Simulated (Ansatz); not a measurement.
A nudged elastic band was laid between two geometries of Cl2H4OSiSn (9 atoms, charge 0, multiplicity 1).

These are results of RKS B3LYP/def2-SVP (Ansatz), not measurements.

| Quantity | Value |
| --- | --- |
| movable images | 5 |
| climbing image | yes |
| spring | 5.0 eV/Å² |
| optimiser | quadratic models (default) |
| start path | through a guess of the saddle point |
| force threshold | 0.2 eV/Å |
| iteration limit | 60 |
| end points | relaxed |

Image 0:

```xyz
9
Properties=species:S:1:pos:R:3
Sn -0.975 0.261 -2.200
Si 0.876 0.427 1.066
O 0.582 -0.318 -0.451
H 0.351 -1.269 -0.454
Cl -2.421 1.167 -0.449
Cl -1.349 -2.170 -1.881
H 0.913 1.879 0.775
H -0.179 0.068 2.044
H 2.201 -0.046 1.551
```

Image 6:

```xyz
9
Properties=species:S:1:pos:R:3
Sn -1.207 0.711 -1.949
Si 0.809 0.651 0.848
O 0.348 1.031 -0.691
H 0.193 -1.875 -0.411
Cl -2.868 0.310 -0.217
Cl -0.195 -2.285 -1.589
H 2.252 0.974 1.046
H 0.003 1.325 1.905
H 0.666 -0.841 1.059
```

(1) Which bonds break or form, and what moves?

(2) Give the energies along the band, and the barrier.

(3) What is the geometry of the highest image?

Results:

(1) Bonds broken: Sn1–Cl6, O3–H4. Bonds formed: H4–Cl6. Cl2H4OSiSn becomes ClH + ClH3OSiSn.

(2) The run converged. The highest image is number 4 of 0 to 6, 1.03 eV above the first end and 0.07 eV above the last; the last end lies 0.96 eV above the first. The threshold of 0.2 eV/Å is loose, so the images may lie well off the minimum-energy path. Another band between the same ends (5 images) ends at a top of the same energy, where a vibrational analysis finds 1 clearly imaginary mode. The orbitals stay closed-shell, which can raise the energy where a bond breaks towards radicals; this wasn't checked here.

```csv
image,path coordinate (Å),energy (eV),Sn1–Cl6 (Å),O3–H4 (Å),H4–Cl6 (Å)
0,0.00,0.00,2.48,0.98,2.40
1,1.06,0.03,2.48,0.98,2.37
2,2.12,0.08,2.49,0.98,2.32
3,3.18,0.85,2.88,1.40,1.45
4,4.24,1.03,3.22,2.60,1.30
5,5.05,0.99,3.20,2.89,1.30
6,5.87,0.96,3.18,2.92,1.31
```

(3) 
```xyz
9
Properties=species:S:1:pos:R:3
Sn -1.113 0.966 -1.875
Si 0.913 0.495 1.123
O -0.096 0.736 -0.150
H 0.111 -1.782 -0.744
Cl -3.330 0.545 -0.994
Cl -0.227 -2.131 -1.950
H 2.187 1.264 0.977
H 0.276 0.868 2.420
H 1.279 -0.962 1.196
```

Run time: 3.8 min on 2 threads of AMD EPYC 9R14 (Zen 4), on a shared host, peak memory 0.35 GiB.
